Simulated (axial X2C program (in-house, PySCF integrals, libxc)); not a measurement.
**Photoelectron levels of BeO by EOM-IP-CCSD**

Calculated with an in-house all-electron X2C program for linear molecules (integrals from PySCF): two-component X2C with atomic mean-field Coulomb and Gaunt terms, Gaussian nuclei, basis O dyall-av3z, Be dyall-cv3z with contracted cores.

R = 1.320 Å (near the PBE0 minimum at charge 0 of the determinant lowest at the starting distance; the state shown can have its own minimum elsewhere).

Hartree–Fock spinors of BeO (one of each Kramers pair; a window near the gap, which can cut inner shells):

```
  ω  occupied  ε (eV)                    character
1/2       yes  -31.44   66% O s, 16% Be p, 8% Be s
1/2       yes  -12.58    84% O p, 6% Be p, 5% Be s
1/2       yes  -10.63   74% O p, 18% Be p, 5% Be d
3/2       yes  -10.60   73% O p, 18% Be p, 5% Be d
1/2        no   -1.70   48% Be s, 37% Be p, 8% O s
1/2        no    1.13    93% Be p, 3% O p, 3% Be d
3/2        no    1.13    93% Be p, 3% O p, 3% Be d
1/2        no    1.46   85% Be p, 10% Be s, 4% O p
1/2        no    2.49   69% Be s, 17% Be p, 8% O p
1/2        no    3.99  64% Be p, 20% O p, 11% Be d
```

Vertical ionisation energies of BeO to the states of BeO⁺:

| Ω of BeO⁺ | vertical IE (eV) | above lowest (cm⁻¹) | ionised spinor | one-hole weight |
| --- | --- | --- | --- | --- |
| 3/2 | 9.978 | 0 | 73% O pπ, 18% Be pπ | 0.93 |
| 1/2 | 9.994 | 123 | 73% O pπ, 18% Be pπ | 0.93 |
| 1/2 | 10.987 | 8135 | 83% O pσ | 0.92 |

(1) How far does the lowest EOM-IP-CCSD energy lie from the Koopmans value −ε of the highest filled spinor?

(2) What is the splitting of the first π pair in the table, and is it regular or inverted?

This point took 2.9 s on 1 thread of Arm Neoverse V1, on a shared host.

Reference electrons by ω block (each with its −ω partner): 1/2: 5, 3/2: 1. 8 electrons of BeO correlated (inner shells frozen), 94 natural virtual spinors (a truncated set); levels can be off by some tenths of an eV. Roots sought by Ω: (1/2: 4, 3/2: 3, 5/2: 1); the list ends where they run out and leaves out roots under 60 % one-particle weight. The solver can skip a root, and states that need a further excitation, which the method places far too high, are missing though they may lie low or lowest. T1 of the reference 0.026 (Lee–Taylor). Number of frozen shells: O 1 s; Be 1 s. Large amplitudes in the reference (orbital relaxation or multireference character) lower the reliability.

Results:

(1) 9.978 eV against 10.60 eV, a shift of -0.62 eV: relaxation of the final state lowers the energy and the loss of correlation raises it.

(2) E(3/2) − E(1/2) = 0 − 123 = -123 cm⁻¹ at EOM-IP-CCSD: inverted, Ω = 3/2 lower. Splittings at this level can be off by ten to twenty per cent.
